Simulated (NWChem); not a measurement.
All runs are NWChem calculations. System: SSi, charge 0, spin multiplicity 1, displaced from the optimised geometry.

Job file:

```
start mol
memory heap 100 mb stack 700 mb global 1900 mb
geometry units angstroms nocenter noautoz noautosym
  Si     0.000000     0.000000     1.034479
  S      0.000000     0.000000    -2.359906
end
basis spherical
  * library cc-pvdz
end
scf
  rhf
  nopen 0
  maxiter 100
  thresh 1e-7
  semidirect memsize 60000000 filesize 0
end
tce
  freeze core 10
  ccsdt
  2eorb
  2emet 13
  thresh 1e-6
  maxiter 100
  tilesize 24
end
task tce energy
```

The output up to the point where the run's verdict is printed (cleaned and shortened):

```
             Northwest Computational Chemistry Package (NWChem) 7.3.0
             --------------------------------------------------------

                                NWChem Input Module
                                -------------------

 Scaling coordinates for geometry "geometry" by  1.889725989
 (inverse scale =  0.529177249)

                             Geometry "geometry" -> ""
                             -------------------------

 Output coordinates in angstroms (scale by  1.889725989 to convert to a.u.)

  No.       Tag          Charge          X              Y              Z
 ---- ---------------- ---------- -------------- -------------- --------------
    1 Si                  14.0000     0.00000000     0.00000000     1.03447900
    2 S                   16.0000     0.00000000     0.00000000    -2.35990600

 Effective nuclear repulsion energy (a.u.)      34.9211134789

            Nuclear Dipole moment (a.u.)
            ----------------------------
        X                 Y               Z
 ---------------- ---------------- ----------------
     0.0000000000     0.0000000000   -43.9848652677


 Summary of "ao basis" -> "" (spherical)
 ------------------------------------------------------------------------------
       Tag                 Description            Shells   Functions and Types
 ---------------- ------------------------------  ------  ---------------------
 *                          cc-pvdz                   on all atoms

 Summary of "ao basis" -> "ao basis" (spherical)
 ------------------------------------------------------------------------------
       Tag                 Description            Shells   Functions and Types
 ---------------- ------------------------------  ------  ---------------------
 Si                         cc-pvdz                  8       18   4s3p1d
 S                          cc-pvdz                  8       18   4s3p1d

                                 NWChem SCF Module
                                 -----------------

  ao basis        = "ao basis"
  functions       =    36
  atoms           =     2
[...]
   46   0.0070095519417  -0.2138689341492     2.0     2.0
   47   0.0048597238156  -0.2138850503909     1.7     1.7
   48   0.0045783521042  -0.2139757157562     1.8     1.8
   49   0.0043066229252  -0.2140022126550     1.9     1.9
   50   0.0040861564577  -0.2140794947498     1.7     1.7
   51   0.0032479959679  -0.2144348549048     1.6     1.6
   52   0.0033023759563  -0.2144975950229     1.8     1.8
   53   0.0032101943040  -0.2145570246074     1.8     1.8
   54   0.0034816226613  -0.2146285768097     1.9     1.9
   55   0.0036431595608  -0.2147067187726     1.9     1.9
   56   0.0028177644096  -0.2142463603585     1.8     1.8
   57   0.0027710926644  -0.2142777967162     1.9     1.9
   58   0.0026409939380  -0.2143135345900     1.9     1.9
   59   0.0026859634730  -0.2143483017025     1.9     1.9
   60   0.0026176990880  -0.2143913009150     1.6     1.6
   61   0.0024182054800  -0.2144242734754     1.9     1.9
   62   0.0024105518209  -0.2144706625074     1.9     1.9
   63   0.0024569706073  -0.2145183361370     1.9     1.9
   64   0.0025972332857  -0.2145741853535     1.9     1.9
   65   0.0027569992498  -0.2146349034057     2.0     2.0
   66   0.0022083272835  -0.2142737426196     2.0     2.0
   67   0.0021291430256  -0.2142983809767     2.0     2.0
   68   0.0020642019692  -0.2143240985835     1.8     1.8
   69   0.0020616629332  -0.2143514614296     1.8     1.8
   70   0.0020326173335  -0.2143829249526     1.8     1.8
   71   0.0019008113660  -0.2144225225420     1.9     1.9
   72   0.0019130548950  -0.2144618777243     1.9     1.9
   73   0.0019569250673  -0.2144989514231     2.0     2.0
   74   0.0020652688698  -0.2145453952521     2.0     2.0
   75   0.0021977323433  -0.2145935097798     2.0     2.0
   76   0.0017157453304  -0.2143001952466     1.8     1.8
   77   0.0015981880288  -0.2143209290762     1.7     1.7
   78   0.0015701110663  -0.2143377673371     1.8     1.8
   79   0.0015673755878  -0.2143594746547     1.7     1.7
   80   0.0015847340019  -0.2143809227120     1.9     1.9
   81   0.0014022921632  -0.2144222783993     1.6     1.6
   82   0.0014225131686  -0.2144506869737     1.6     1.6
   83   0.0014753890026  -0.2144803807879     1.7     1.7
   84   0.0015563587158  -0.2145150590162     1.6     1.6
   85   0.0016730515882  -0.2145526743936     1.7     1.7
   86   0.0011688982675  -0.2143382163741     1.7     1.7
   87   0.0009716937505  -0.2143520142495     1.8     1.8
   88   0.0009555782427  -0.2143586149053     1.8     1.8
   89   0.0009738737268  -0.2143726691444     1.7     1.7
   90   0.0010476125621  -0.2143807797137     1.8     1.8
   91   0.0007608421117  -0.2144108975893     1.8     1.8
   92   0.0007669177256  -0.2144253419478     1.8     1.8
   93   0.0007919559276  -0.2144415897679     1.8     1.8
   94   0.0008359030755  -0.2144595968852     2.0     2.0
   95   0.0008949505929  -0.2144799510500     1.9     1.9
   96   0.0006327329514  -0.2143669574347     1.9     1.9
   97   0.0005413925440  -0.2143742908790     1.9     1.9
   98   0.0005190128474  -0.2143792620052     1.7     1.7
   99   0.0004911883554  -0.2143869345440     1.5     1.5
  100   0.0004964213785  -0.2143927248822     1.6     1.6
 ------------------------------------------------------------------------
 ------------------------------------------------------------------------
 ------------------------------------------------------------------------
  current input line :
    26: task tce energy
 ------------------------------------------------------------------------
 ------------------------------------------------------------------------
 This type of error is most commonly associated with calculations not reaching convergence criteria
 ------------------------------------------------------------------------
 For more information see the NWChem manual at https://nwchemgit.github.io

 For further details see manual section:
```

The run did not converge; its last values are not results. The next line reads: 0:tce_energy: maxiter exceeded:Received an Error in Communication. NWChem stopped with the message: tce_energy: maxiter exceeded 101.
